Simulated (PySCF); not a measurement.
# Si4H6O5

The system: Si4H6O5, a molecule drawn as a unit of a network glass or zeolite (built as: Si Si Si Si, H ends, O bridges); neutral, singlet. The structure was relaxed in the gas phase by PBE0-D3(BJ)/def2-SVP. No frequency run checks that it is a minimum.

SMILES: O1[SiH2]O[SiH]2O[SiH2]O[SiH]1O2

```tsv
atom	x (Å)	y (Å)	z (Å)
O1	-0.689	0.569	1.682
Si2	0.233	-0.747	2.140
O3	1.353	-1.017	0.932
Si4	1.543	-0.197	-0.496
O5	1.007	1.357	-0.198
Si6	-0.577	1.495	0.313
O7	-1.497	0.817	-0.888
Si8	-1.065	-0.374	-1.976
O9	0.510	-0.812	-1.635
H10	0.943	-0.438	3.406
H11	-0.647	-1.936	2.274
H12	2.938	-0.244	-0.954
H13	-0.972	2.886	0.569
H14	-1.140	0.167	-3.357
H15	-1.951	-1.551	-1.796
```

Shieldings: GIAO PBE0/pcSseg-1. Shifts are against computed references at the same level: H TMS (σ 31.27 ppm), Si TMS (σ 352.0 ppm). Core levels by delta-SCF with SCAN, pcX-2 on the ionised atom and pcseg-1 elsewhere, spin-free X2C (2p3/2 is the spin-free 2p value less a third of a first-order spin-orbit splitting); from the vacuum level, for chosen atoms.

(1) Give the shieldings and core levels atom by atom.

(2) Which of Si4, Si8 holds its core electrons tightest, and by how much against the loosest?

(3) By CAM-B3LYP/def2-SVPD (TDDFT singlets, Tamm-Dancoff triplets, ionisation by delta-SCF), where does absorption start, and what does vertical ionisation take?

Results:

(1) 
```
  atoms  bonded to  σ (ppm)  δ (ppm)  core level (eV)
  O1 O9       2 Si    220.2        -        1s 538.24
Si2 Si8  2 O + 2 H    380.3    -28.3     2p3/2 108.37
  O3 O7       2 Si    219.9        -        1s 538.23
Si4 Si6  3 O + 1 H    409.8    -57.8     2p3/2 108.68
     O5       2 Si    194.2        -        1s 538.20
H10 H14       1 Si    26.02     5.25                -
H11 H15       1 Si    26.06     5.21                -
H12 H13       1 Si    26.60     4.66                -
```

Values are those of this one static structure; atoms that internal rotation interchanges would show their mean in an NMR spectrum.

(2) Si4 (bonded to 3 O + 1 H), by 0.30 eV over Si8 (bonded to 2 O + 2 H).

(3) The first singlet with intensity lies at 7.91 eV (f 0.006); what lies below it is dark. The lowest singlet lies at 7.85 eV (f 0.000), the strongest of the first 6 at 8.61 eV (f 0.090), the lowest triplet at 7.42 eV; vertical ionisation takes 10.79 eV.
